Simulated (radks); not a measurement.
Tl+, 80 electrons, occupied as [Hg].

All-electron calculation, scalar-relativistic Kohn-Sham, PW91, spin-unpolarised, spherical densities, finite nucleus; Fermi nuclear charge, rms radius 5.4759 fm. Program: a radial shooting solver on a logarithmic mesh with Libxc functionals.

Energy parts (Ry):
total: -40484.7345
kinetic: 45569.4337
electron-nucleus: -100892.9840
Hartree: 15598.6922
exchange-correlation: -759.8764

Orbitals (lengths in bohr, moments of r in powers of bohr; <r^-3> diverges for s and p1/2; r(max) is where P^2 peaks; r(90%) holds 90 % of the orbital's charge):
| orbital | occ. | eigenvalue (Ry) | <r^2> | <r^-3> | r(90%) | r(max) |
|---|---|---|---|---|---|---|
| 1s | 2 | -6291.099 | 0.0003690 | - | 0.0299 | 0.01004 |
| 2s | 2 | -1120.670 | 0.005606 | - | 0.107 | 0.05815 |
| 2p | 6 | -964.3664 | 0.004754 | 28140 | 0.102 | 0.04832 |
| 3s | 2 | -267.9096 | 0.03608 | - | 0.260 | 0.1639 |
| 3p | 6 | -222.8972 | 0.03727 | 6499 | 0.268 | 0.1638 |
| 3d | 10 | -176.1485 | 0.03087 | 795.4 | 0.252 | 0.1334 |
| 4s | 2 | -60.20557 | 0.1731 | - | 0.561 | 0.3689 |
| 4p | 6 | -45.44328 | 0.1981 | 1587 | 0.605 | 0.3889 |
| 4d | 10 | -28.10820 | 0.2233 | 171.1 | 0.655 | 0.3954 |
| 5s | 2 | -10.16504 | 0.8624 | - | 1.25 | 0.8077 |
| 4f | 14 | -8.92609 | 0.2628 | 34.17 | 0.745 | 0.3579 |
| 5p | 6 | -6.13586 | 1.146 | 285.4 | 1.46 | 0.9043 |
| 5d | 10 | -1.67770 | 2.242 | 18.30 | 2.12 | 1.115 |
| 6s | 2 | -1.20473 | 6.455 | - | 3.50 | 2.046 |

The highest occupied level is 6s at -16.391 eV. The density falls to 0.001 e/bohr^3 at r = 3.95 bohr. For comparison, the ionisation energy in NIST's Atomic Spectra Database is 20.428 eV (measured). In exact Kohn-Sham theory the highest level is minus the ionisation energy, but local and semilocal functionals leave it too shallow, through self-interaction and a potential that decays too fast; potentials with the right tail come closer.

Beside tabulated values, note that scalar-relativistic runs lack spin-orbit coupling.
